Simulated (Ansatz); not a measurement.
Consider the ligand exchange at the Sn–F bond: `[F][Sn]([F])([F])[SH]` + H₂S → `[F][Sn]([F])([SH])[SH]` + H–F.

Program: Ansatz. Geometries: PBE0-D4/def2-TZVP. ΔE: electronic, gas phase. CCSD(T)/CBS is the MP2 limit (def2-TZVPP, def2-QZVPP) plus CCSD(T) − MP2 in def2-TZVPP, frozen cores. This one scheme is used for every species. Functionals use def2-TZVPP. def2 core potentials past Kr. For Sn outer-core shells are correlated without core-valence functions, which leaves a few kJ/mol of doubt a bond. One conformer a species, not always the lowest.

`[F][Sn]([F])([F])[SH]`:

Cartesian coordinates in Å:
```
F 1.990 -0.221 0.203
Sn 0.107 -0.277 0.364
F -0.329 -1.998 1.007
F -0.257 0.930 1.773
S -1.047 0.178 -1.626
H -0.465 1.389 -1.720
```

H₂S:

Z-matrix (Å, degrees):
```
S
H 1 1.341
H 1 1.341 2 92.3
```

`[F][Sn]([F])([SH])[SH]`:

Z-matrix (Å, degrees):
```
Sn
F 1 1.906
S 1 2.359 2 113.0
F 1 1.902 2 102.6 3 -112.6
S 1 2.362 2 105.0 3 129.3
H 3 1.346 1 91.6 2 80.9
H 5 1.346 1 90.4 2 15.3
```

H–F:

```xyz
2

F     0.237    0.391    0.051
H    -0.237   -0.391   -0.051
```

```json
{"species": "`[F][Sn]([F])([F])[SH]`", "BHLYP-D4 energy (Eh)": "-912.72168"}
{"species": "H₂S", "BHLYP-D4 energy (Eh)": "-399.40149"}
{"species": "`[F][Sn]([F])([SH])[SH]`", "BHLYP-D4 energy (Eh)": "-1211.67923"}
{"species": "H–F", "BHLYP-D4 energy (Eh)": "-100.45188"}
```

(1) Work out ΔE.

Largest T1 diagnostic among the species: 0.015.

## Answers

(1) ΔE = (-1211.67923) + (-100.45188) − (-912.72168) − (-399.40149) = -0.00794 Eh = -5.0 kcal/mol. CCSD(T)/CBS gives -5.6 kcal/mol.

Leaving LDA and LC-ωPBE aside and taking each functional with its dispersion term where it has one, the values, not all of them listed here, spread over 4.7 kcal/mol, from HSE06-D4 to B97M-V. LDA lies −2.3 kcal/mol from PBE without D4. From r2SCAN to r2SCAN0 (25 % exact exchange), in def2-TZVPP and without D4, ΔE moves by −1.4 kcal/mol. In def2-TZVPP, CCSD(T) changes the Hartree–Fock value by −3.5 kcal/mol (the triples alone add −0.5 kcal/mol) and MP2 by −5.3 kcal/mol.
